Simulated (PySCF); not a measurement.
Computed shifts of a molecule C₄H₆ClF, B3LYP/pcSseg-1 in PySCF, GIAO, gas phase, equivalent atoms averaged, in ppm (number of nuclei): ¹³C: 147.5 (1), 135.5 (1), 93.4 (1), 24.7 (1). ¹⁹F: -210.5 (1). ¹H: 6.45 (1), 6.30 (1), 5.79 (1), 1.71 (3). References: ¹³C against TMS (σ = 181.3 ppm); ¹⁹F against CFCl3 (σ = 161.7 ppm); ³⁵Cl against HCl (σ = 933.3 ppm); ¹H against TMS (σ = 31.68 ppm), references at their B3LYP-D3(BJ)/def2-TZVP geometries, non-relativistic (without spin–orbit terms, shifts of atoms bonded to Cl or Br come out too high). The structure is a stationary point at TPSSh-D3(BJ)/def2-SVP. One conformer was computed; it need not be the lowest.

Question: Pick the molecule that these values belong to.
(A) C/C(F)=C(\C)Cl
(B) F[C@H](Cl)C1CC1
(C) C=CC[C@H](F)Cl
(D) C[C@@H](F)/C=C\Cl

Answer: D, C[C@@H](F)/C=C\Cl
